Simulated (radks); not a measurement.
The numbers below are computed, except where a source is named.
Species: Sb4.25+. Configuration: [Kr] 5s2 4d(up 4.5, down 4.25) (fractional occupations, a model configuration). Level of theory: scalar-relativistic Kohn-Sham, PBE, spin-polarised, spherical densities, point nucleus (a radial shooting solver on a logarithmic mesh with Libxc functionals).

Unscreened Slater integrals over Kohn-Sham orbitals (hartree). They are taken over the spin-up orbitals.

F0(5s,5s): 0.47751
F0(5s,4d): 0.57612
G2(5s,4d): 0.078637
F0(5s,4p): 0.58962
G1(5s,4p): 0.045704
F0(4d,4d): 0.91647
F2(4d,4d): 0.46532
F4(4d,4d): 0.30880
F0(4d,4p): 0.98323
F2(4d,4p): 0.50000
G1(4d,4p): 0.63576
G3(4d,4p): 0.39377
F0(4p,4p): 1.0674
F2(4p,4p): 0.56127

Derived for the open shells (J is the average intra-shell exchange parameter used in DFT+U). 4d: Racah B = F2/49 - 5 F4/441 = 0.005995 hartree, C = 35 F4/441 = 0.02451 hartree, C/B = 4.09, F4/F2 = 0.664, J = (F2 + F4)/14 = 0.05529 hartree.
